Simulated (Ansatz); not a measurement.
## Energy profile

The step: SiH₃BrO ([OH][SiH2][Br]) + H₂S → SiH₄SO ([OH][SiH2][SH]) + HBr; bonds formed: Si1–S7, Br2–H6; bonds broken: Si1–Br2, H6–S7 (atoms numbered as in the saddle structure below).

Si1  (-0.706, -0.021, -0.310)
Br2  (1.863, 0.559, -1.176)
H3  (-0.474, -1.206, -1.155)
H4  (-1.940, -0.297, 0.480)
O5  (-1.026, 1.489, -0.814)
H6  (1.696, -0.491, 0.818)
S7  (0.588, -0.309, 1.615)
H8  (-0.271, 1.879, -1.275)
H9  (0.270, -1.604, 1.817)
(Å)

Electronic energies by CCSD(T) at an estimated basis limit (MP2 extrapolated from triple and quadruple zeta, plus CCSD(T) − MP2 in triple zeta), on PBE0-D4/def2-TZVP structures; SiH5SBrO, closed shell; no counterpoise correction. Computed with Ansatz 0.2.0 (basis: def2-TZVPP and def2-QZVPP); correlated methods freeze the cores. Filled d shells of the heavier atoms are correlated. The def2 sets are not built for correlating such inner shells, so the correlated values are less sure here. Extrapolation: Hartree–Fock as exp(−7.88 √X), correlation as X^−2.97.

Q: Give the profile in kcal/mol, counted from the separated reactants. (An estimate is asked for; the value comes from the calculation.)

A: Computed:
| point | kcal/mol |
| --- | --- |
| separated: SiH3BrO (linked as [OH][SiH2][Br]; Si1, Br2, H3, H4, O5, H8; singlet) + H2S (H6, S7, H9; singlet) | 0.00 |
| start structure | -2.43 |
| saddle | 27.66 |
| end structure | 5.01 |
| separated: SiH4SO (linked as [OH][SiH2][SH]; Si1, H3, H4, O5, S7, H8, H9; singlet) + HBr (Br2, H6; singlet) | 9.61 |

The T1 diagnostic stays at or below 0.012.

For scale, one of the runs: CCSD(T)/def2-TZVPP, 233 basis functions, launched by `ansatz run in.yaml --threads 8 --pin off --events-out ev --progress --plain --max-ram 19148MiB`. The run took 23 s on 8 CPU threads of an AMD EPYC 9R45 (shared host), with 4 GiB of host memory at its peak.
